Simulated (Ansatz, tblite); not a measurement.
Adding an electron: H₄Au₂⁺. Total charge 1; doublet. Geometry: PBE0-D4/def2-TZVP. Ansatz, gas phase; energy differences of separate SCF runs; the reduced species is a singlet (the triplet lies 4.16 eV higher at PBE0-D4/def2-TZVP).

Cartesian coordinates in Å:
```
Au 0.007 -1.202 -0.548
Au 0.010 1.203 0.548
H 0.401 -2.864 -1.260
H -0.049 3.011 0.929
H 0.038 2.676 1.664
H -0.408 -2.823 -1.331
```

In the def2 sets Au takes a core potential; there is no spin–orbit coupling. The xTB rows come from tblite. In the doublet, H4 and H5 lie 0.81 Å apart, H3 and H6 lie 0.81 Å apart (atoms count from 1), so H2 has formed as a molecule. No other spin state of charge 1 was run. The structure comes from a short search, and lower isomers may exist.

| level | −HOMO (eV) | −LUMO (eV) | vertical EA (eV) | HOMO–LUMO gap (eV) |
| --- | --- | --- | --- | --- |
| GFN1-xTB | – | – | 13.93 | – |
| GFN2-xTB | – | – | 11.12 | – |
| PBE-D4/def2-TZVP | 12.20 | 11.66 | 8.82 | 0.54 |
| r2SCAN-D4/def2-TZVP | 12.42 | 11.43 | 8.75 | 0.99 |
| PBE0-D4/def2-TZVP | 13.00 | 10.51 | 8.56 | 2.48 |

  HOMO and LUMO are the levels of the spin that leaves or enters (xTB has no such levels and no spin-polarisation term). Other spin states of the ions may lie lower, which would lower the ionisation energy or raise the affinity. Raw xTB energy differences between charge states are shifted by several eV; the methods need an empirical correction for them.
